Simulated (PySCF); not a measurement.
PySCF 2.14 output of an unrestricted PBE calculation on a single atom or ion in aug-cc-pVDZ-DK, with scalar relativity by spin-free X2C-1e:

```
SCF conv_tol = 1e-09
number electrons alpha = 11  beta = 9
    J. P. Perdew, K. Burke, and M. Ernzerhof.,  Phys. Rev. Lett. 77, 3865 (1996)
    J. P. Perdew, K. Burke, and M. Ernzerhof.,  Phys. Rev. Lett. 78, 1396 (1997)
    J. P. Perdew, K. Burke, and M. Ernzerhof.,  Phys. Rev. Lett. 77, 3865 (1996)
    J. P. Perdew, K. Burke, and M. Ernzerhof.,  Phys. Rev. Lett. 78, 1396 (1997)
cycle= 1 E= -763.721571640065  delta_E= -0.00473  |g|= 0.00662  |ddm|= 2.69
cycle= 2 E= -763.721591785543  delta_E= -2.01e-05  |g|= 0.00132  |ddm|= 0.027
cycle= 3 E= -763.721592545561  delta_E= -7.6e-07  |g|= 0.000402  |ddm|= 0.0407
cycle= 4 E= -763.721592630384  delta_E= -8.48e-08  |g|= 3.6e-05  |ddm|= 0.00997
cycle= 5 E= -763.72159263074  delta_E= -3.55e-10  |g|= 5.58e-06  |ddm|= 0.001
converged SCF energy = -763.72159263074  <S^2> = 2.0003153  2S+1 = 3.0002102
```

The run itself started from symmetry-adapted Hartree-Fock orbitals and held the occupation by maximum overlap, on a logarithmic radial grid, so the iterations belong to that start.

Question: Which element, charge and spin multiplicity is this?

Answer: Sc⁺ (scandium, charge +1), multiplicity 3; the state was [Ar] 3d1 4s1, high-spin 3D determinant.
